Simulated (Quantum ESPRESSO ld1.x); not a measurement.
Ho II, 66 electrons, occupied as [Xe] 4f11 6s0.5 6p0.5 (fractional occupations, a model configuration). All-electron calculation, Dirac Kohn-Sham, PBEsol, spin-unpolarised, spherical densities, point nucleus; open shells fill j = l - 1/2 first. Program: ld1.x of Quantum ESPRESSO 7.5.

Unscreened Slater integrals over Kohn-Sham orbitals (cm^-1). Large and small components are both included. Empty in this configuration: 6p3/2.

integral,value
"F0(6p1/2,6p1/2)",43291
"F0(6p1/2,6s1/2)",47527
"G1(6p1/2,6s1/2)",30276
"F0(6p1/2,4f7/2)",56755
"G4(6p1/2,4f7/2)",1559.6
"F0(6p1/2,4f5/2)",56813
"G2(6p1/2,4f5/2)",1706.4
"F0(6p1/2,6p3/2)",42061
"G2(6p1/2,6p3/2)",22767
"F0(6s1/2,6s1/2)",53993
"F0(6s1/2,4f7/2)",70274
"G3(6s1/2,4f7/2)",2746.1
"F0(6s1/2,4f5/2)",70373
"G3(6s1/2,4f5/2)",2625.5
"F0(6s1/2,6p3/2)",45766
"G1(6s1/2,6p3/2)",26949
"F0(4f7/2,4f7/2)",243340
"F2(4f7/2,4f7/2)",111670
"F4(4f7/2,4f7/2)",69339
"F6(4f7/2,4f7/2)",49689
"F0(4f7/2,4f5/2)",245850
"F2(4f7/2,4f5/2)",113010
"F4(4f7/2,4f5/2)",70206
"G2(4f7/2,4f5/2)",112730
"G4(4f7/2,4f5/2)",70040
"G6(4f7/2,4f5/2)",50203
"F0(4f7/2,6p3/2)",53833
"F2(4f7/2,6p3/2)",5809.0
"G2(4f7/2,6p3/2)",1591.5
"G4(4f7/2,6p3/2)",1401.1
"F0(4f5/2,4f5/2)",248420
"F2(4f5/2,4f5/2)",114400
"F4(4f5/2,4f5/2)",71109
"F0(4f5/2,6p3/2)",53886
"F2(4f5/2,6p3/2)",5661.9
"G2(4f5/2,6p3/2)",1532.3
"G4(4f5/2,6p3/2)",1352.1
"F0(6p3/2,6p3/2)",40968
"F2(6p3/2,6p3/2)",22421
